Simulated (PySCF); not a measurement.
# Radial density of P (phosphorus, neutral)

LDA, [Ne] 3s2 3p3, high-spin 4S determinant. Calculation: PySCF 2.14, in cc-pVDZ-DK; scalar relativity by spin-free X2C-1e.

| r (bohr) | 4πr²ρ (e/bohr) | 4πr²(ρα − ρβ) |
| --- | --- | --- |
| 0.00147 | 0.06788 | 0.0000 |
| 0.00247 | 0.1820 | 0.0000 |
| 0.00416 | 0.4680 | 0.0000 |
| 0.00700 | 1.176 | 0.0001 |
| 0.0118 | 2.813 | 0.0002 |
| 0.0198 | 6.147 | 0.0006 |
| 0.0333 | 11.47 | 0.0023 |
| 0.0560 | 16.47 | 0.0097 |
| 0.0942 | 15.79 | 0.0411 |
| 0.159 | 11.04 | 0.1355 |
| 0.267 | 13.67 | 0.2518 |
| 0.448 | 14.98 | 0.1374 |
| 0.754 | 5.409 | 0.0499 |
| 1.27 | 2.366 | 0.9570 |
| 2.13 | 2.288 | 1.3825 |
| 3.59 | 0.4969 | 0.3820 |
| 6.04 | 0.009770 | 0.0090 |

Densities and radii are taken from the X2C orbitals without a picture-change correction, which distorts them close to the nucleus.
